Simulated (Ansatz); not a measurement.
Cost and result for the atomization energy of C3H7AlO (12 atoms, 13 bonds).

```xyz
12

O     0.716   -1.139   -0.859
C     0.108   -0.958    0.551
C     0.464    0.485    0.867
C    -0.310    1.362   -0.168
Al   -1.094   -0.314   -0.821
H     0.648   -2.073   -1.082
H     0.486   -1.738    1.205
H     0.113    0.688    1.882
H     1.546    0.667    0.845
H    -0.944    2.104    0.317
H     0.349    1.886   -0.862
H    -2.083   -0.971   -1.874
```

Charge 0, multiplicity 1. The bonds changed during the relaxation, so this is another structure than the one it started from. The geometry is a stationary point of PBE0-D4/def2-TZVP. It is one conformer, not always the lowest. Program: Ansatz. All runs use 4 threads of an Arm Neoverse V1 on a shared host. Times are those of one run each, without the atoms' runs, and a repeat can differ threefold. Electronic energies, without spin–orbit coupling; frozen cores. CCSD(T)/CBS adds CCSD(T) − MP2 in def2-TZVPP to the MP2 limit, and its time is that of the two runs behind it. T1 = 0.012. B3LYP takes the VWN-RPA correlation (the form of Gaussian; ORCA's B3LYP/G).

CCSD(T)/CBS is a level of theory with its own doubt, some kJ/mol a heavy atom from the limit and from the frozen cores, so smaller differences don't rank the functionals.

```
                             level  functions  wall time
   PBE-D4/def2-TZVPP (with forces)        264      2.7 s
                PBE0-D4/def2-TZVPP        264        3 s
 B3LYP-D4/def2-TZVPP (with forces)        264      4.7 s
r2SCAN-D4/def2-TZVPP (with forces)        264      4.9 s
                 B2PLYP/def2-TZVPP        264        6 s
                ωB97X-V/def2-TZVPP        264      8.5 s
  ωB97M-V/def2-TZVPP (with forces)        264       12 s
                    MP2/def2-QZVPP        508       24 s
                CCSD(T)/def2-TZVPP        264    2.4 min
                 CCSD(T)/CBS(def2)          –    2.8 min
```

Q: What atomization energy does each give, and how far from CCSD(T)/CBS? (Best estimate.)

A: Computed: 
| level | atomization (kcal/mol) | difference from CCSD(T)/CBS | per bond |
| --- | --- | --- | --- |
| PBE-D4/def2-TZVPP (with forces) | 1086.8 | 21.4 | 1.7 |
| PBE0-D4/def2-TZVPP | 1068.6 | 3.2 | 0.2 |
| B3LYP-D4/def2-TZVPP (with forces) | 1060.8 | -4.6 | -0.4 |
| r2SCAN-D4/def2-TZVPP (with forces) | 1069.9 | 4.5 | 0.3 |
| B2PLYP/def2-TZVPP | 1051.4 | -14.0 | -1.1 |
| ωB97X-V/def2-TZVPP | 1067.5 | 2.1 | 0.2 |
| ωB97M-V/def2-TZVPP (with forces) | 1069.0 | 3.6 | 0.3 |
| MP2/def2-QZVPP | 1072.5 | 7.1 | 0.6 |
| CCSD(T)/def2-TZVPP | 1038.7 | -26.7 | -2.1 |
| CCSD(T)/CBS(def2) | 1065.4 | 0.0 | 0.0 |

From PBE to PBE0 (25 % exact exchange), in def2-TZVPP and without D4, the atomization energy moves by −17.3 kcal/mol: exact exchange takes away binding that semilocal exchange gives to molecules. In def2-TZVPP, CCSD(T) changes the Hartree–Fock value by +270.4 kcal/mol (the triples alone add +16.5 kcal/mol) and MP2 by +288.4 kcal/mol; breaking electron pairs costs correlation energy, which Hartree–Fock lacks. The D4 term adds +9.3 kcal/mol with B3LYP and +4.8 kcal/mol with PBE0; it sums over pairs of atoms, weighted by their polarisabilities, and B3LYP, whose exchange is more repulsive, gets the larger term.
